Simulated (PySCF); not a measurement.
Assignment exercise: C3H4N4

Structure with atom numbers: `[CH2:1]=[N:2][c:3]1[n:4][cH:5][n:6][nH:7]1`. Hydrogens are named by the atom that carries them. Ha(C1) is cis to C3; Hb(C1) is trans to C3.

Theory: PBE0/pcSseg-1 with gauge-including orbitals, B3LYP/pcJ-1 coupling constants (spin–dipole term only in couplings to heteroatoms), structure optimised with GFN2-xTB, in PySCF (a single conformation, no solvent model, non-relativistic).

Chemical shifts δ = σref − σ; 13C (σref 186.93) and 1H (σref 31.72) against TMS, all at this level.

Question: Assign these signals to the numbered atoms. 13C{1H} NMR (computed): δ 163.4 (C), 162.5 (CH2), 155.1 (CH).

Answer: 
| δ (ppm) | atoms | environment | reason |
| --- | --- | --- | --- |
| 163.4 | C3 | aromatic carbon bearing nitrogen | an ipso carbon deshielded by its heteroatom |
| 162.5 | C1 | C=N carbon | – |
| 155.1 | C5 | aromatic CH between two ring heteroatoms | – |

C3 and C1 lie closer than the usual error of such a calculation, so a measured spectrum could show them in the other order.

Question: Assign these signals to the numbered atoms. 1H NMR (500 MHz, computed): δ 10.03 (br s, 1H), 8.77 (d, J = 18.0 Hz, 1H), 7.94 (s, 1H), 7.55 (d, J = 18.0 Hz, 1H).

Answer: 
10.03 → H(N7), hydrogen on a pyrrole-type ring nitrogen: exchangeable, gas-phase position
8.77 → Ha(C1), hydrogen on a C=N carbon
7.94 → H(C5), hydrogen on an aromatic CH between two ring heteroatoms: aromatic region
7.55 → Hb(C1), hydrogen on a C=N carbon

OH and NH positions are those of a molecule without intermolecular hydrogen bonds; in solution they move with solvent, concentration and temperature, and exchange usually removes their couplings. Splittings below 1 Hz are ignored in the labels, and close J values are merged. Shifts are as computed. Against solution values, carbons near 30 ppm lie about +3 ppm off and those near 130 ppm about +5 ppm. Of 1211 compounds with measured shifts, 218 miss one by over three times the rms of a fit or turn the order of signals round; such compounds aren't used in these exercises.
